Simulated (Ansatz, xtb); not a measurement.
# C7H10O: which of two isomers lies lower

We compare I, `CC(=O)C[C@H]1[C@H]2C[C@@H]12`, a singlet, with II, `C=C(O)C[C@H]1[C@H]2C[C@@H]12`, a singlet. Both are isolated molecules in the gas phase, relaxed with r2SCAN-D4/def2-SVP; the shapes shown needn't be the lowest conformers.

I (Å):

```yaml
atoms:
  - { symbol: C, position_ang: [-1.2241, -1.3335, 2.3585] }
  - { symbol: C, position_ang: [-0.4693, -1.3809, 1.0509] }
  - { symbol: C, position_ang: [-0.4274, -0.0850, 0.2578] }
  - { symbol: C, position_ang: [-1.6435, -0.0275, -0.6657] }
  - { symbol: C, position_ang: [-3.0203, 0.3555, -0.2092] }
  - { symbol: C, position_ang: [-2.7797, 1.7883, 0.1543] }
  - { symbol: C, position_ang: [-2.2689, 1.2467, -1.1422] }
  - { symbol: O, position_ang: [0.0318, -2.3995, 0.6218] }
  - { symbol: H, position_ang: [-1.3391, -2.3445, 2.7706] }
  - { symbol: H, position_ang: [-2.2093, -0.8602, 2.2107] }
  - { symbol: H, position_ang: [-0.6757, -0.7023, 3.0786] }
  - { symbol: H, position_ang: [0.4869, -0.0840, -0.3557] }
  - { symbol: H, position_ang: [-0.4107, 0.7882, 0.9285] }
  - { symbol: H, position_ang: [-1.6283, -0.8355, -1.4119] }
  - { symbol: H, position_ang: [-3.9674, -0.1565, -0.3839] }
  - { symbol: H, position_ang: [-3.6463, 2.4576, 0.0920] }
  - { symbol: H, position_ang: [-2.0828, 2.0479, 0.9647] }
  - { symbol: H, position_ang: [-2.5342, 1.5399, -2.1586] }
```

II (Å):

```xyz
18

C     1.8267   -2.1573    0.1838
C     1.3715   -0.8971    0.0581
C    -0.0140   -0.4468    0.4091
C    -0.8449   -0.1330   -0.8312
C    -1.9694    0.8600   -0.8478
C    -1.1956    2.1197   -0.6054
C    -0.7235    1.1312   -1.6207
O     2.1081    0.1322   -0.4381
H     2.8461   -2.4310   -0.1083
H     1.1842   -2.9386    0.5920
H     2.9777   -0.2083   -0.6920
H     0.0606    0.4469    1.0501
H    -0.5151   -1.2332    0.9940
H    -1.0200   -1.0263   -1.4501
H    -2.9902    0.7401   -1.2130
H    -0.6385    2.2641    0.3317
H    -1.6391    3.0432   -0.9977
H    -0.5961    1.2579   -2.6962
```

Task: Estimate which is lower in electronic energy at CCSD(T)/def2-SVP + ΔMP2/def2-TZVPP, and by roughly how much.

Result: The CCSD(T)/def2-SVP + ΔMP2/def2-TZVPP calculation puts structure I lower, by 50.8 kJ/mol.

The same difference at several levels:

| level | geometry | E(II) − E(I) (kJ/mol) | departure from the last row (kJ/mol) | job, with rough time for the two |
| --- | --- | --- | --- | --- |
| GFN2-xTB | GFN2-xTB | +45.1 | −5.7 | optimisation, 0.71 s |
| HF/STO-3G | GFN2-xTB | +83.2 | +32.5 | single point, 1.9 s |
| r2SCAN-D4/def2-SVP//GFN2-xTB | GFN2-xTB | +57.9 | +7.2 | single point, 9 s |
| r2SCAN-D4/def2-SVP | r2SCAN-D4/def2-SVP | +55.1 | +4.3 | optimisation, 2.5 min |
| HF/def2-SVP | r2SCAN-D4/def2-SVP | +61.2 | +10.4 | part of the CCSD(T) run |
| MP2/def2-SVP | r2SCAN-D4/def2-SVP | +62.4 | +11.6 | part of the CCSD(T) run |
| CCSD(T)/def2-SVP | r2SCAN-D4/def2-SVP | +61.3 | +10.6 | single point |
| CCSD(T)/def2-SVP + ΔMP2/def2-TZVPP | r2SCAN-D4/def2-SVP | +50.8 |  | single point, 4.4 min |

As drawn, II has 1 C=C, 1 C–O, 1 O–H in place of 1 C–C, 1 C=O, 1 C–H.

The levels shown agree on the order. The largest departure from CCSD(T)/def2-SVP + ΔMP2/def2-TZVPP is that of HF/STO-3G, 32.5 kJ/mol. The last row adds to CCSD(T) the change of the MP2 difference between the two basis sets, here −10.6 kJ/mol.

With thermal terms from frequencies at re-optimised GFN2-xTB minima (ideal gas, soft modes damped towards free rotors, one conformer each, 298.15 K, 1 atm): the zero-point term adds −0.4 kJ/mol; ΔH is +50.0 and ΔG +51.5 kJ/mol.

The correlated steps freeze 8 core orbitals. Run with Ansatz 0.2.0, xtb 6.7.1; the last row on 2 threads of Intel(R) Xeon(R) Platinum 8259CL CPU @ 2.50GHz (Skylake/Cascade Lake) on a shared host.
